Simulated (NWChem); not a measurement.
System meant: CH5BrSn; SMILES [SnH2]([CH3])[Br]

Here is an NWChem input.

```
start job
memory heap 200 mb stack 900 mb global 1100 mb
geometry units angstroms noautoz
  Sn     0.327023    -0.786511    -0.000421
  C     -1.587849    -1.743842    -0.000831
  Br    -0.108194     1.686708     0.000022
  H      1.236047    -1.100764    -1.416989
  H      1.235802    -1.101280     1.416178
  H     -2.147379    -1.444749     0.895802
  H     -1.459446    -2.836070    -0.003303
  H     -2.148811    -1.440913    -0.895287
end
basis spherical
  Sn library def2-svp
  C library def2-svp
  Br library def2-svp
  H library def2-svp
end
dft
  xc xpbe96 cpbe96
  iterations 150
  mulliken
end
task dft energy
```

End of the output:

```
             Grid Information
             ----------------
          Grid used for XC integration:  medium
          Radial quadrature: Mura-Knowles
          Angular quadrature: Lebedev.
          Tag              B.-S. Rad. Rad. Pts. Rad. Cut. Ang. Pts.
          ---              ---------- --------- --------- ---------
          Sn                  1.45      123           9.0       590
          C                   0.70       49          10.0       434
          Br                  1.15      112          12.0       590
          H                   0.35       45          12.0       434
          Grid pruning is: on
          Number of quadrature shells:   419
          Spatial weights used:  Erf1

          Convergence Information
          -----------------------
          Convergence aids based upon iterative change in
          total energy or number of iterations.
          Levelshifting, if invoked, occurs when the
          HOMO/LUMO gap drops below (HL_TOL):  1.00D-02
          DIIS, if invoked, will attempt to extrapolate
          using up to (NFOCK): 10 stored Fock matrices.

                    Damping( 0%)  Levelshifting(0.5)       DIIS
                  --------------- ------------------- ---------------
          dE  on:    start            ASAP                start
          dE off:    2 iters        150 iters           150 iters

      Screening Tolerance Information
      -------------------------------
          Density screening/tol_rho:  1.00D-10
          AO Gaussian exp screening on grid/accAOfunc:  14
          CD Gaussian exp screening on grid/accCDfunc:  20
          XC Gaussian exp screening on grid/accXCfunc:  20
          Schwarz screening/accCoul:  1.00D-08

      Superposition of Atomic Density Guess
      -------------------------------------

      charge =      50.0 Sn (Tin)

      symmetry species            s     p     d     f
      number of basis functions =10     7     6
      number of cont. functions = 4     4     2
      number of closed shells   = 5     3     2
      number of open shells     = 0     1     0
      open shell occupation     = 0     2     0
 ------------------------------------------------------------------------
 atomscf:atomd: error in atom scf                   0
 ------------------------------------------------------------------------
 ------------------------------------------------------------------------
  current input line :
    24: task dft energy
 ------------------------------------------------------------------------
 ------------------------------------------------------------------------
 This error has not yet been assigned to a category
 ------------------------------------------------------------------------
 For more information see the NWChem manual at https://nwchemgit.github.io

0:atomscf:atomd: error in atom scf:Received an Error in Communication
```

Problem. Find the fault in this run and fix the input.

Solution. The program stopped with an error. Cause: the def2 basis of a heavy element holds valence functions alone and wants its effective core potential (without it all electrons must fit into that basis). This input runs:
```
start job
memory heap 200 mb stack 900 mb global 1100 mb
geometry units angstroms noautoz
  Sn     0.327023    -0.786511    -0.000421
  C     -1.587849    -1.743842    -0.000831
  Br    -0.108194     1.686708     0.000022
  H      1.236047    -1.100764    -1.416989
  H      1.235802    -1.101280     1.416178
  H     -2.147379    -1.444749     0.895802
  H     -1.459446    -2.836070    -0.003303
  H     -2.148811    -1.440913    -0.895287
end
basis spherical
  Sn library def2-svp
  C library def2-svp
  Br library def2-svp
  H library def2-svp
end
ecp
  Sn library def2-ecp
end
dft
  xc xpbe96 cpbe96
  iterations 150
  mulliken
end
task dft energy
```
It converges to -2828.79226 Ha (PBE/def2-SVP with def2 effective core potentials on Sn).
